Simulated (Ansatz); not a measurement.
```yaml
crystal:
  periodic: [false, false, false]
  atoms:
    - {symbol: C, position_ang: [1.026953, -0.072718, -1.444196]}
    - {symbol: C, position_ang: [0.439172, -0.213465, -0.042365]}
    - {symbol: C, position_ang: [1.550086, -0.478855, 0.967363]}
    - {symbol: C, position_ang: [-0.564155, -1.359058, -0.015671]}
    - {symbol: N, position_ang: [-0.241639, 1.030365, 0.331432]}
    - {symbol: Si, position_ang: [-1.873895, 1.382755, 0.378901]}
    - {symbol: F, position_ang: [-2.648878, 1.105835, -0.970931]}
    - {symbol: F, position_ang: [-2.683267, 0.574710, 1.467145]}
    - {symbol: F, position_ang: [-2.019826, 2.917457, 0.712989]}
    - {symbol: H, position_ang: [1.734709, 0.759782, -1.484075]}
    - {symbol: H, position_ang: [0.236097, 0.118797, -2.172456]}
    - {symbol: H, position_ang: [1.558582, -0.980801, -1.739318]}
    - {symbol: H, position_ang: [2.270018, 0.344769, 0.976781]}
    - {symbol: H, position_ang: [2.093009, -1.392907, 0.716327]}
    - {symbol: H, position_ang: [1.137107, -0.582718, 1.972616]}
    - {symbol: H, position_ang: [-1.373966, -1.196841, -0.733128]}
    - {symbol: H, position_ang: [-0.996798, -1.481597, 0.979501]}
    - {symbol: H, position_ang: [-0.069924, -2.292697, -0.288901]}
    - {symbol: H, position_ang: [0.384715, 1.813185, 0.444489]}
basis:
  gaussian: {orbitals: def2-TZVPP}
magnetization: {spin_polarized: true, initial_magnetization: 6}
hamiltonian: {xc: {name: r2SCAN}}
output: {forces: true}
```

```sh
$ ansatz run in.yaml --threads 5 --pin off --events-out ev --progress --plain --max-ram 66560MiB --backend cuda --devices 0, --max-vram 37GiB
```

Shortened log:

```
Functional definition: r2SCAN
2221 factors; their error is unknown
mean field evaluation 1: about -21761.6768 eV, gradient 8.6e1 eV
mean field evaluation 2: about -20911.3717 eV, gradient 3.5e2 eV
mean field evaluation 4: about -21788.1738 eV, gradient 5.0e1 eV
mean field evaluation 8: about -21808.0337 eV, gradient 1.5e1 eV
mean field evaluation 16: about -21809.5091 eV, gradient 3.2e-1 eV
mean field evaluation 32: about -21809.4684 eV, gradient 1.8e-3 eV
mean field -21809.46842013 eV, -801.4831814512 hartree, gradient 4.9e-6 eV, S^2 12.010634; 10 other end points of the search recorded, 0 dependent functions left out
reference -21809.46844093 eV, -801.4831822154 hartree; 44, 38 occupied and 386, 392 virtual orbitals, 2221 factors
Total energy: -21809.46844093 eV, -801.4831822154 hartree
Atom 0 at     1.026953    -0.072718    -1.444196 Å, force     0.826936    -0.897132     1.326418 eV/Å
Atom 1 at     0.439172    -0.213465    -0.042365 Å, force     1.477779     0.023710    -0.709859 eV/Å
Atom 2 at     1.550086    -0.478855     0.967363 Å, force     1.079005    -1.337526    -1.791993 eV/Å
Atom 3 at    -0.564155    -1.359058    -0.015671 Å, force     1.312433    -2.648814    -1.009350 eV/Å
Atom 4 at    -0.241639     1.030365     0.331432 Å, force    -3.672193     0.102388     0.354033 eV/Å
Atom 5 at    -1.873895     1.382755     0.378901 Å, force    -2.832629     1.021771     0.509171 eV/Å
Atom 6 at    -2.648878     1.105835    -0.970931 Å, force     0.045759     0.210381    -0.541517 eV/Å
Atom 7 at    -2.683267     0.574710     1.467145 Å, force    -0.058928    -0.200843     0.551398 eV/Å
Atom 8 at    -2.019826     2.917457     0.712989 Å, force    -0.756560     0.649082    -0.017228 eV/Å
Atom 9 at     1.734709     0.759782    -1.484075 Å, force     0.694397     0.817903     1.047785 eV/Å
Atom 10 at     0.236097     0.118797    -2.172456 Å, force    -1.905697    -0.342784    -0.830609 eV/Å
Atom 11 at     1.558582    -0.980801    -1.739318 Å, force     0.732311    -1.356366    -0.929110 eV/Å
Atom 12 at     2.270018     0.344769     0.976781 Å, force     0.077223     1.421998    -0.779101 eV/Å
Atom 13 at     2.093009    -1.392907     0.716327 Å, force     0.623605    -1.268903     0.032806 eV/Å
Atom 14 at     1.137107    -0.582718     1.972616 Å, force    -1.592398    -0.588839     1.643272 eV/Å
Atom 15 at    -1.373966    -1.196841    -0.733128 Å, force    -0.423800     1.020243    -1.238073 eV/Å
Atom 16 at    -0.996798    -1.481597     0.979501 Å, force     0.080884     0.466096     1.971388 eV/Å
Atom 17 at    -0.069924    -2.292697    -0.288901 Å, force     0.314122    -0.795064    -0.135402 eV/Å
Atom 18 at     0.384715     1.813185     0.444489 Å, force     3.977749     3.702697     0.545971 eV/Å
Dipole moment:     0.112361    -0.392904    -0.210040 e Å
```

Question: Something in this input is off. What?

Answer: The spin is set far too high for this molecule. The calculation finished and met its thresholds. The result belongs to that input, not to the molecule as meant.
